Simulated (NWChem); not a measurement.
GaSi2H7; SMILES [SiH3][GaH][SiH3]

Computed with NWChem. Pople sets run with spherical d functions. All runs use the structure optimised with B3LYP/6-31G* (spherical d).

### Question
Taking B3LYP/6-311G** as the yardstick, which of these has the fewest basis functions while keeping “highest occupied level (eV)” within 0.05 eV of it: B3LYP/6-31G*; B3LYP/3-21G; B3LYP/STO-3G?

### Answer
B3LYP/3-21G (a larger set in the list lies outside the tolerance).
```json
[
 {"level": "B3LYP/STO-3G", "basis functions": "43", "highest occupied level (eV)": "-2.49"},
 {"level": "B3LYP/3-21G", "basis functions": "62", "highest occupied level (eV)": "-7.13"},
 {"level": "B3LYP/6-31G*", "basis functions": "82", "highest occupied level (eV)": "-7.00"},
 {"level": "B3LYP/6-311G**", "basis functions": "138", "highest occupied level (eV)": "-7.12"}
]
```

The yardstick is one finite set, not the basis-set limit.
